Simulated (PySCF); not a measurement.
Input file for PySCF: R-B3LYP/3-21G on C3H7Br (SMILES CCCBr).

```python
from pyscf import gto, scf, dft, mp
from pyscf.data.elements import chemcore

mol = gto.M(
    atom='''
    C    -1.12984592   -0.63253450   -0.20357165
    C    -0.23309703    0.59542012   -0.09822328
    C     1.23800154    0.28177348    0.07846912
    Br    1.62297365   -0.60425859    1.80696274
    H    -2.16690921   -0.34109879   -0.37449235
    H    -0.82020344   -1.27360387   -1.03235649
    H    -1.09085679   -1.22503726    0.71068132
    H    -0.56557837    1.24067637    0.71801349
    H    -0.31365536    1.18930059   -1.01662340
    H     1.60716152   -0.40778442   -0.67666331
    H     1.85200938    1.17714685    0.08780377
    ''',
    basis='3-21g',
    charge=0, spin=0, verbose=3, max_memory=1800)
mf = dft.RKS(mol, xc='b3lyp')
mf.conv_tol = 1e-8
mf.max_cycle = 100
mf.kernel()
if not mf.converged:
    mf = mf.newton().run(mf.mo_coeff, mf.mo_occ)
```

It printed:

```
converged SCF energy = -2679.70000053181
```

The calculation finished and met its thresholds.

Cost: roughly 5 core-seconds.
